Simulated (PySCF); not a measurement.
## RbBr: one state, many levels of theory

State: ¹Σ⁺ (singlet), closed shell. Set-up: Rb x2c-TZVPPall, Br x2c-TZVPPall; spin-free X2C with a Gaussian nucleus (PySCF 2.14). De refers to Rb + Br in their high-spin ground configurations, without counterpoise correction. A positive dipole means Rb(−)Br(+).

```tsv
Level	Re (Å)	ωe (cm⁻¹)	De (eV)	μ (D)	CPU s a point (SCF and correlation, without the integrals)
RHF	3.031	160	3.01	-11.68	1.6
RHF-MP2	2.933	172	4.00	n/a	3.2
RHF-SCS-MP2	2.952	169	3.92	n/a	n/a
RHF-CCSD	2.954	169	3.81	n/a	n/a
RHF-CCSD(T)	2.946	171	3.87	n/a	220
PBE	2.943	166	3.92	-10.20	2.6
PBEsol	2.908	172	4.09	-10.06	1.7
revPBE	2.968	161	3.80	-10.33	1.7
BLYP	2.982	160	3.75	-10.33	1.8
BP86	2.948	165	3.94	-10.38	1.7
r²SCAN	2.955	167	4.10	-10.76	3.4
PBE0	2.938	169	3.93	-10.58	7.8
HSE06	2.941	169	3.93	-10.58	11
```

**Question.** Which functional lies closest to RHF-CCSD(T) in De, which farthest, and by how much do they differ from it?

**Answer.** Closest is PBE (-0.3 pm in Re, -2.9 % in ωe, +0.05 eV in De against RHF-CCSD(T) in the same basis), farthest r²SCAN (+0.9 pm in Re, -2.3 % in ωe, +0.23 eV in De). CCSD(T) converges more slowly with the basis than the functionals do and binds too weakly in this one, so the order can change at the basis-set limit.

**Question.** What does a quarter of exact exchange do here, going from PBE to PBE0?

**Answer.** PBE0 less PBE: -0.5 pm in Re, +1.8 % in ωe, +0.01 eV in De. Exact exchange removes part of the self-interaction that spreads semilocal densities, and in most molecules shortens and stiffens the bond and lowers De; so it does here.

**Question.** What does second-order correlation do here, going from RHF to RHF-MP2?

**Answer.** RHF-MP2 less RHF: -9.8 pm in Re, +7.5 % in ωe, +0.99 eV in De. Correlation nearly always deepens the well. The bond shortens, as in weak, metallic or heavy-atom bonds, where dispersion and the correlation of outer-core electrons pull the atoms together.

Measured (Huber and Herzberg, Constants of Diatomic Molecules (1979)): Re = 2.944744 Å, ωe = 169.46 cm⁻¹.

Correlated steps freeze 18 core orbitals. Where the molecule has an RHF reference, its open-shell atoms are computed with UHF.

The whole job (state search and all levels along the bond) took about 21 min on 2 threads of Arm Neoverse V2 (shared host), peak memory 6.6 GiB.
